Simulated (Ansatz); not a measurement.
CH$_{6}$F$_{2}$GeSi (`F[SiH](F)[CH2][GeH3]`), relaxed with RKS PBE-D4/def2-SVP in Ansatz from a rough embedded geometry. The force threshold is 0.03 eV/Å; the program also tests the step.

The species carries charge 0 and has multiplicity 1.

Start:

```xyz
11

F    -1.755   -1.986    1.352
Si   -1.035   -1.181    0.110
F    -2.208   -0.494   -0.906
C     0.112    0.200    0.786
Ge    1.016    1.044   -0.633
H    -0.232   -2.122   -0.656
H     0.823   -0.296    1.503
H    -0.533    0.918    1.356
H     1.941    2.176    0.017
H    -0.002    1.717   -1.557
H     1.873    0.025   -1.373
```

```tsv
step	energy (eV)	largest force (eV/Å)	largest move (Å)
1	-70933.4324	2.652	0.000
2	-70933.6654	1.044	0.140
3	-70933.7184	0.138	0.049
4	-70933.7216	0.058	0.018
5	-70933.7236	0.029	0.058
6	-70933.7246	0.135	0.117
7	-70933.7264	0.090	0.016
8	-70933.7295	0.043	0.084
9 (rejected)	-70933.7293	0.312	0.194
10	-70933.7304	0.069	0.074
11	-70933.7333	0.060	0.098
12	-70933.7342	0.151	0.082
13	-70933.7355	0.074	0.013
14	-70933.7367	0.016	0.037
15	-70933.7372	0.044	0.054
16	-70933.7374	0.040	0.038
17	-70933.7375	0.019	0.018
```

End:

```xyz
11

F    -2.145   -1.619    1.220
Si   -0.957   -1.264    0.157
F    -1.707   -0.757   -1.206
C     0.113    0.112    0.798
Ge    0.960    1.185   -0.640
H    -0.229   -2.530   -0.161
H     0.908   -0.311    1.446
H    -0.497    0.796    1.424
H     2.104    2.037   -0.032
H    -0.099    2.110   -1.286
H     1.547    0.240   -1.720
```

Hardware: 2 threads of an AMD EPYC 7R13 on a shared host. Wall time 35 s, peak host memory 0.23 GiB.
